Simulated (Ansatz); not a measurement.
## Ansatz timings: GeSiH4O2 (SMILES [OH][Ge][O][SiH3])

GeSiH4O2: 8 atoms, total charge 0, spin state singlet. As SMILES, `[OH][Ge][O][SiH3]`. The coordinates come from a PBE0-D4/def2-TZVP relaxation. This is one conformer, not always the lowest.

| atom | x (Å) | y (Å) | z (Å) |
| --- | --- | --- | --- |
| O | 1.4101 | 2.5053 | 0.1495 |
| Ge | 1.6239 | 0.9026 | -0.5814 |
| O | 0.0843 | 0.2002 | 0.0310 |
| Si | -0.7151 | -1.2291 | -0.0566 |
| H | 0.5872 | 2.5773 | 0.6466 |
| H | -2.0460 | -1.0180 | -0.6825 |
| H | 0.0486 | -2.2147 | -0.8727 |
| H | -0.9008 | -1.7808 | 1.3103 |

Program: Ansatz 0.2.0. Hardware: 1 thread of Arm Neoverse V1, shared host, so times are rough. Ansatz fits the integrals of SCF and DFT runs by default. Its times include its search for lower SCF states.

(1) Estimate their order by wall time, quickest first.
A. energy at wB97X/def2-SVP
B. energy at HF/def2-SVP
C. energy at PBE0/def2-SVP

Results:

(1) B (3.6 s), C (9.9 s), A (35 s).
